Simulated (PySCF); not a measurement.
SMILES [GaH]([NH2])[O]C (CH6GaNO), PBE0/def2-SVP optimised geometry.

```
10

Ga     0.59     0.20     0.00
H      2.14     0.20     0.00
O     -0.24    -1.38    -0.01
C     -1.62    -1.56    -0.02
H     -2.14    -0.94    -0.78
H     -1.86    -2.61    -0.26
H     -2.09    -1.34     0.96
N     -0.46     1.67     0.00
H     -0.11     2.61    -0.01
H     -1.47     1.64     0.01
```

Density from PBE0/def2-TZVP (PySCF) at that geometry.

Minimum of the electron density along straight lines between bonded atoms, close to the bond critical point (lines longer than 1.1 times the sum of covalent radii, or with two minima, are not listed):

```
bond    length / Å  ρ at the minimum / e bohr⁻³  ∇²ρ there / e bohr⁻⁵  position (fraction from the first atom)
------  ----------  ---------------------------  --------------------  ---------------------------------------
Ga1–H2       1.548                        0.120                  0.14                                     0.60
Ga1–O3       1.788                        0.133                  0.72                                     0.48
O3–C4        1.392                        0.272                 -0.60                                     0.65
C4–H5        1.109                        0.272                 -0.92                                     0.64
C4–H6        1.104                        0.277                 -0.96                                     0.65
C4–H7        1.108                        0.273                 -0.93                                     0.64
Ga1–N8       1.809                        0.137                  0.59                                     0.48
N8–H9        1.012                        0.334                 -1.62                                     0.74
N8–H10       1.012                        0.333                 -1.63                                     0.74
```
